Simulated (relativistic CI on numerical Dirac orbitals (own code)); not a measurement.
## Magnetism of Tc²⁺, 4d5, in a crystal field

Calculated by Dirac-Coulomb-Breit CI, KLI orbitals optimised for each configuration, a model potential for QED, valence Slater integrals scaled by 0.65, one configuration in a parametric crystal field (own radial code).

Field parameters in Wybourne normalisation: Oh B⁴₀ = 21Dq, B⁴₄ = √(5/14) B⁴₀. The field is a parameter set, without covalency.

S is read from ⟨S²⟩ = S(S + 1).

Powder χT (cm³ K mol⁻¹) by Van Vleck's formula, with temperature-independent terms:

| Field | 2 K | 5 K | 10 K | 20 K | 50 K | 100 K | 200 K | 300 K |
| --- | --- | --- | --- | --- | --- | --- | --- | --- |
| Oh, 10Dq = 4700 cm⁻¹ | 4.36 | 4.36 | 4.36 | 4.36 | 4.36 | 4.36 | 4.36 | 4.36 |
| Oh, 10Dq = 8500 cm⁻¹ | 3.96 | 4.28 | 4.33 | 4.34 | 4.35 | 4.35 | 4.35 | 4.35 |
| Oh, 10Dq = 12250 cm⁻¹ | 1.14 | 1.38 | 1.78 | 2.55 | 3.69 | 4.03 | 4.13 | 4.15 |
| Oh, 10Dq = 16000 cm⁻¹ | 0.509 | 0.512 | 0.517 | 0.527 | 0.557 | 0.607 | 0.706 | 0.805 |
| Oh, 10Dq = 19800 cm⁻¹ | 0.491 | 0.494 | 0.498 | 0.508 | 0.537 | 0.584 | 0.68 | 0.774 |
| Oh, 10Dq = 23550 cm⁻¹ | 0.477 | 0.48 | 0.485 | 0.494 | 0.522 | 0.569 | 0.662 | 0.754 |
| Oh, 10Dq = 27350 cm⁻¹ | 0.467 | 0.469 | 0.474 | 0.483 | 0.511 | 0.557 | 0.649 | 0.739 |
| Oh, 10Dq = 31100 cm⁻¹ | 0.458 | 0.461 | 0.465 | 0.474 | 0.502 | 0.547 | 0.638 | 0.727 |

For Oh, 10Dq = 27350 cm⁻¹: what effective moment follows at 300 K?

μ_eff = √(8χT) = 2.43 μB. The ground level has S = 0.51; the spin-only moment for S = 1/2 is 1.73 μB. The difference comes from the orbital moment, spin-orbit mixing of terms and temperature-independent paramagnetism, all larger in this ionic model than in covalent complexes.
